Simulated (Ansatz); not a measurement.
Process, species as SMILES: BN (BH2-NH2) → [BH-]N (closed-shell singlet) + H+
B3LYP-D3(BJ)/def2-TZVP geometries, fixed; electronic energies without zero-point terms.
Largest species:
```
B
N 1 1.3876
H 2 1.0069 1 123.31
H 2 1.0069 3 113.37 1 180.00
H 1 1.1928 2 119.04 3 0.00
H 1 1.1928 5 121.92 2 180.00
```

Effect of the final integration grid (spheres per factor e of radius in core and valence, angular degree) at PBE0/def2-TZVPP with Ansatz (a quantum-chemistry and plane-wave program), against the last row, where the deprotonation energy is 436.24 kcal/mol. The proton leaves the site shown, which need not be the most acidic. The default's grid is 13, 11, 36.

```
setting                     largest shift of a total energy (mEh)  shift of the deprotonation energy (kcal/mol)
--------------------------  -------------------------------------  --------------------------------------------
accuracy: medium (default)                                  0.000                                         0.000
final_grid: 4, 3, 11                                        0.690                                        -0.175
final_grid: 6, 5, 17                                        0.109                                        -0.042
final_grid: 8, 7, 23                                        0.006                                        -0.004
final_grid: 10, 9, 29                                       0.003                                         0.002
final_grid: 18, 15, 47                                      0.000                                         0.000
final_grid: 26, 22, 59                                      0.000                                         0.000
```

Within 0.02 kcal/mol in the deprotonation energy: accuracy: medium (default); final_grid: 8, 7, 23; final_grid: 10, 9, 29; final_grid: 18, 15, 47. The largest shift is 0.690 mEh in a total energy and 0.175 kcal/mol in the difference.
